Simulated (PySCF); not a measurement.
ZrOI2, singlet: data card

These are results of PBE0/[Zr def2-SVP with ECP28, O def2-SVP, I def2-SVP with ECP28], scalar-relativistic core potentials, density fitting, no spin–orbit coupling, PySCF, not measurements.

The structure is a saddle point with 1 imaginary mode.

| Property | Result |
| --- | --- |
| Point group | C2v |
| Bond lengths | Zr–I 2.748 Å (×2), Zr–O 1.720 Å |
| Bond angles | I–Zr–I 130.2°, I–Zr–O 114.9° (×2) |
| Principal polarisabilities | 63.7, 86.0, 139.5 bohr³ |
| Highest occupied level | -7.92 eV |
| Dipole moment | 1.13 D |
| Lowest empty level | -3.64 eV |
| Atomisation energy without zero-point energy | 1485 kJ/mol |
| Zero-point energy (real modes) | 10.0 kJ/mol |
| Principal quadrupole moments (Buckingham, traceless) about the centre of mass | -8.72, -5.15, 13.88 D Å |
| Rotational constants | 0.08866, 0.01069, 0.00954 cm⁻¹ |

Harmonic modes (masses in u: Zr 89.905, O 15.995, I 126.904):
```json
{"symmetry": "b1", "ω (cm⁻¹)": "31i", "IR (km/mol)": "–", "type": "bend"}
{"symmetry": "a1", "ω (cm⁻¹)": "50", "IR (km/mol)": "0.8", "type": "bend"}
{"symmetry": "b2", "ω (cm⁻¹)": "149", "IR (km/mol)": "0.3", "type": "bend"}
{"symmetry": "a1", "ω (cm⁻¹)": "180", "IR (km/mol)": "5.8", "type": "stretch"}
{"symmetry": "b2", "ω (cm⁻¹)": "291", "IR (km/mol)": "86.8", "type": "mixed"}
{"symmetry": "a1", "ω (cm⁻¹)": "1001", "IR (km/mol)": "221", "type": "stretch"}
```

In C2v the vibrations span b1 + 3a1 + 2b2. Here b1 is antisymmetric to the molecular plane and b2 lies in it.

Charges (e):
```tsv
atom	Mulliken	Löwdin	polar tensor	Mayer order to Zr1
Zr1	0.82	-0.11	2.02	–
O2	-0.28	-0.12	-0.88	2.39
I3,4	-0.27	0.11	-0.57	1.18
```

Mulliken populations on Zr1 (electrons outside its core potential): s 2.30, p 6.43, d 2.35, f 0.10.

This need not be the most stable arrangement of these atoms.

The final relaxation and frequency run took about 2.7 core-minutes on a shared host.
